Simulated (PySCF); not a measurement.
Values are calculated unless marked as measured or tabulated.
Al3H2O6(-)

Al3H2O6(-) is a small molecule (built as: end group O-), charge -1, singlet. The structure, one conformer, was relaxed in the gas phase by PBE0-D3(BJ)/def2-SVP. No frequency run checks that it is a minimum.

SMILES: [O-][Al]1[O][Al]([OH])[O][Al]([OH])[O]1

```csv
atom,x (Å),y (Å),z (Å)
O1,0.217,-0.619,1.602
Al2,0.704,0.909,1.110
O3,1.466,2.033,2.162
O4,0.442,1.399,-0.512
Al5,-0.322,0.260,-1.540
O6,-0.558,0.707,-3.183
O7,-0.797,-1.227,-0.926
Al8,-0.622,-1.906,0.708
O9,-1.120,-3.358,1.255
H10,1.601,1.735,3.064
H11,-0.978,0.037,-3.727
```

Shieldings: GIAO PBE0/aug-pcSseg-1.  Core levels by delta-SCF with SCAN, aug-pcX-2 on the ionised atom and aug-pcseg-1 elsewhere, spin-free X2C (2p3/2 is the spin-free 2p value less a third of a first-order spin-orbit splitting); from the vacuum level, for chosen atoms.

Task: Give the NMR and core-level values of the distinct atoms.

Result: 
| atoms | bonded to | σ (ppm) | δ (ppm) | core level (eV) |
| --- | --- | --- | --- | --- |
| O1 O7 | 2 Al | 253.4 | - | 1s 532.47 |
| Al2 Al5 | 3 O | 462.6 | - | - |
| O3 O6 | 1 Al + 1 H | 315.7 | - | - |
| O4 | 2 Al | 272.6 | - | - |
| Al8 | 3 O | 467.5 | - | 2p3/2 74.77 |
| O9 | 1 Al | 277.5 | - | 1s 528.99 |
| H10 H11 | 1 O | 31.28 | - | - |

Values are those of this one static structure; atoms that internal rotation interchanges would show their mean in an NMR spectrum.

Core levels of Al2, O3 are left out, their hole states being strongly spin-contaminated.

Task: Which of O7, O9 holds its core electrons tightest, and by how much against the loosest?

Result: O7 (bonded to 2 Al), by 3.48 eV over O9 (bonded to 1 Al).

Task: By CAM-B3LYP/def2-SVPD (TDDFT singlets, Tamm-Dancoff triplets, ionisation by delta-SCF), where does absorption start, and what does vertical ionisation take?

Result: The lowest singlet lies at 3.26 eV (f 0.011), the strongest of the first 6 at 4.58 eV (f 0.052), the lowest triplet at 3.16 eV; vertical ionisation takes 3.73 eV.

Excited states of gas-phase anions may lie above the detachment limit and hang on the basis.
